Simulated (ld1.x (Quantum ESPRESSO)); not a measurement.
**Scattering properties, PAW potential for technetium (Tc)**

* Element: Tc
* Generator: ld1.x (Quantum ESPRESSO) 7.5
* Type: PAW
* Functional: PBEsol
* Relativity: scalar-relativistic
* Frozen core: [Kr]
* Valence charge: 7
* Reference configuration: 4d5 5s2 5p0
* Partial waves: 5s (bound): rcut 2.20, rcutus 2.85 bohr; 5s channel at 0.2 Ry: rcut 2.20, rcutus 2.85 bohr; 5p (bound, empty): rcut 3.30, rcutus 4.00 bohr; 5p channel at 1.2 Ry: rcut 3.30, rcutus 4.00 bohr; 4d (bound): rcut 2.10, rcutus 2.55 bohr; 4d channel at -0.15 Ry: rcut 2.10, rcutus 2.55 bohr
* Local potential: all-electron potential smoothed inside 2.35 bohr (lloc = -1)
* Core correction: Bessel-smoothed model core inside 1.80 bohr
* Augmentation charge: BESSEL, radius 1.50 bohr

The phase is arctan(r·u′/u) with u = r·R(r), unwrapped; energies in Ry, scanned from -2 to 5 Ry. A pole is an energy at which the radial function vanishes at the test radius. The pseudo phase is shifted by a multiple of π to meet the all-electron one at the reference energy, and phase errors are pseudo minus all-electron; the curves can meet again beyond the range given. Levels narrower than the energy grid can be missing from the lists of poles.

```csv
channel,radius (bohr),reference energy (Ry),"poles, all-electron","poles, pseudo",unbroken range about the reference energy with phases within 0.05 rad,phase error 1 Ry above the reference energy (rad)
s,4.35,-0.37,"-0.10, 2.57","-0.10, 2.60",below 1.2,-0.000
p,4.35,-0.10,"0.44, 3.25","0.44, 2.65, 4.03",below 1.6,-0.000
d,4.35,-0.49,"-0.46, 1.49, 4.56","-0.46, 1.49, 4.66",below 2.7,+0.000
```

Phases in the p channel:

| E (Ry) | all-electron | pseudo |
| --- | --- | --- |
| -2.00 | 1.397 | 1.397 |
| -1.52 | 1.367 | 1.366 |
| -1.04 | 1.310 | 1.309 |
| -0.56 | 1.148 | 1.147 |
| -0.08 | -0.626 | -0.626 |
| 0.40 | -1.551 | -1.552 |
| 0.88 | -1.729 | -1.729 |
| 1.36 | -2.042 | -2.043 |
| 1.84 | -4.039 | -4.099 |
| 2.32 | -4.542 | -4.590 |
| 2.80 | -4.655 | -4.800 |
| 3.28 | -4.715 | -7.693 |
| 3.76 | -4.766 | -7.822 |
| 4.24 | -4.829 | -7.876 |
| 4.72 | -4.969 | -7.927 |
